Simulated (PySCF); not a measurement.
Levels of Tl from EOM-EA-GCCSD

Reference: closed-shell Tl+, [Xe] 4f14 5d10 6s2; one electron is added. Calculated with PySCF 2.14, two-component X2C-1e with screened spin-orbit coupling, x2c-TZVPPall-2c with one added diffuse shell each of s, p, d, f type (12s12p10d4f, 126 functions); frozen [Kr] 4d10 4f14; the 40 highest virtual spinors dropped; of the others 110 kept and the rest restored at second order. No Breit or QED terms. Binding energies in eV.

```
level  Koopmans  second order  EOM-CCSD   NIST
6p1/2     5.449         6.083     5.936  6.108
6p3/2     4.548         5.155     5.040  5.142
7s1/2     2.295         2.628     2.584  2.825
7p1/2     1.727         1.838     1.822  1.873
7p3/2     1.574         1.695     1.675  1.749
6d3/2     1.293         1.482     1.481  1.630
6d5/2     1.279         1.461     1.457  1.620
```

Electric-dipole lines between these computed levels:

```
lower  upper  ΔE (eV)  vacuum wavelength (nm)
6p1/2  7s1/2    3.352                   369.8
6p1/2  6d3/2    4.455                   278.3
6p3/2  7s1/2    2.457                   504.7
6p3/2  6d3/2    3.560                   348.3
6p3/2  6d5/2    3.583                   346.0
7s1/2  7p1/2    0.762                    1628
7s1/2  7p3/2    0.908                    1365
7p1/2  6d3/2    0.341                    3632
7p3/2  6d3/2    0.195                    6369
7p3/2  6d5/2    0.219                    5674
```

Quantum defects δ = n − Z_c √(13.6057 eV / E) with Z_c = 1: 6p1/2 4.486, 6p3/2 4.357, 7s1/2 4.705, 7p1/2 4.267, 7p3/2 4.150, 6d3/2 2.969, 6d5/2 2.944.

Only part of the computed levels is shown.

The highest levels are limited by the diffuse functions of the basis.
